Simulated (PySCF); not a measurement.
Structure problem from calculated spectra and properties.

Elements present: C, F, H and Si. Monoisotopic mass: 144.0771 u.

- NMR, other nuclei: isotropic shieldings of nuclei other than C and H, by class: 390 (1 F), 374 (1 Si) ppm [GIAO B3LYP/pcSseg-1]
- 1H NMR: chemical shifts (computed TMS as zero) by class: 5.70 (1 H), 5.22 (1 H), 4.98 (1 H), 4.74 (1 H), 3.85 (1 H), 3.73 (1 H), 2.32 (1 H), 2.28 (1 H), 2.15 (1 H), 1.27 (1 H), 1.22 (1 H), 1.22 (1 H), 0.63 (1 H) ppm [GIAO B3LYP/pcSseg-1]
- Rotational structure: rotational constants A, B, C: 2.064, 1.020, 0.798 GHz [PBE0-D3(BJ)/def2-SVP]
- Triplet: lowest triplet excitation (Tamm–Dancoff): 4.22 eV [TDA CAM-B3LYP/def2-SVPD]
- UV, first state: lowest singlet excitation: 6.70 eV (185 nm, f = 0.398) [TDDFT CAM-B3LYP/def2-SVPD]
- 13C NMR: chemical shifts (computed TMS as zero) by class: 150.2 (1 C), 118.6 (1 C), 91.8 (1 C), 40.1 (1 C), 32.3 (1 C), 28.1 (1 C), 4.6 (1 C) ppm [GIAO B3LYP/pcSseg-1]
- XPS: Si2p3/2 106.1, C1s 289.8, C1s 290.0, C1s 290.1, C1s 290.4, C1s 290.7, C1s 290.8, C1s 292.7, F1s 692.0, Si1s 1845.9 eV [ΔSCF SCAN, pcX-2 on the ionised atom, pcseg-1 elsewhere, spin-free X2C, 2p3/2 from a spin–orbit splitting computed afterwards within the 2p shell]
- Dipole: 1.64 D [CAM-B3LYP/def2-SVPD]
- Valence photoelectron: vertical ionisation energy: 8.95 eV [ΔSCF CAM-B3LYP/def2-SVPD]

Gas-phase values; electronic properties from PySCF, density fitting. Levels stand in brackets. Geometry: PBE0-D3(BJ)/def2-SVP, one conformer, isolated molecule. NMR classes are plain means over equivalent atoms (diastereotopic ones count apart unless rotation or inversion swaps them), as if these changed places fast.

Q: Which formula fits the mass and the elements?

A: C7H13FSi (calculated 144.0771). No other formula that holds each of these elements comes within 0.0003 u with a fitting electron parity and a possible valence count.

Q: What is the compound? Reason from the data.

A: Numbering: `[CH2:1]=[CH:2][C@@H:3]1[CH2:4][C@@H:5]([F:6])[CH2:7][CH2:8][SiH2:9]1`. Its formula, C7H13FSi, gives 2 degrees of unsaturation: 1 ring and 1 π bond in the structure found. 7 carbons fall into 7 classes; from least to most shielded: alkene CH carbon [C2] (150.2 ppm), terminal =CH2 carbon [C1] (118.6 ppm), sp3 C–F carbon [C5] (91.8 ppm), ring CH2 carbon [C4] (40.1 ppm), ring CH2 carbon [C7] (32.3 ppm), ring sp3 carbon bound to silicon [C3] (28.1 ppm), ring sp3 carbon bound to silicon [C8] (4.6 ppm). Hydrogen classes from least to most shielded: 1 H on an alkene CH carbon, C2 (5.70 ppm), 1 H on a terminal =CH2 carbon, C1 (5.22 ppm), 1 H on a terminal =CH2 carbon, C1 (4.98 ppm), 1 H on an sp3 C–F carbon, C5 (4.74 ppm), 1 H on an SiH2 silicon, Si9 (3.85 ppm), 1 H on an SiH2 silicon, Si9 (3.73 ppm), 1 H on a ring CH2 carbon, C7 (2.32 ppm), 1 H on a ring CH2 carbon, C4 (2.28 ppm), 1 H on an sp3 carbon bound to silicon, C3 (2.15 ppm), 1 H on an sp3 carbon bound to silicon, C8 (1.27 ppm), 1 H on a ring CH2 carbon, C7 (1.22 ppm), 1 H on a ring CH2 carbon, C4 (1.22 ppm); 1 more class is left out. The other shieldings belong to: 390 ppm, alkyl fluorine [F6]; 374 ppm, SiH2 silicon [Si9]. The core levels belong to: Si2p3/2 106.1 eV, SiH2 silicon [Si9]; C1s 289.8 eV, terminal =CH2 carbon [C1]; C1s 290.0 eV, sp3 carbon bound to silicon [C8]; C1s 290.1 eV, sp3 carbon bound to silicon [C3]; C1s 290.4 eV, alkene CH carbon [C2]; C1s 290.7 eV, ring CH2 carbon [C4]; C1s 290.8 eV, ring CH2 carbon [C7]; C1s 292.7 eV, sp3 C–F carbon [C5]; F1s 692.0 eV, alkyl fluorine [F6]; Si1s 1845.9 eV, SiH2 silicon [Si9]. The hole state at 290.4 eV has ⟨S²⟩ = 0.85 against 0.75, so that value is less sure. The first electron is taken from the HOMO, whose largest Löwdin shares are 0.30 on the terminal =CH2 carbon, 0.24 on the alkene CH carbon, 0.15 on an sp3 carbon bound to silicon and 0.09 on the SiH2 silicon. The optimised geometry has point group C1 and is an asymmetric top. Structure: `[SiH2]1CC[C@H](F)C[C@H]1C=C`. The assignments are read from this structure; whether some other isomer fits the data as well wasn't checked. The mirror image fits equally.
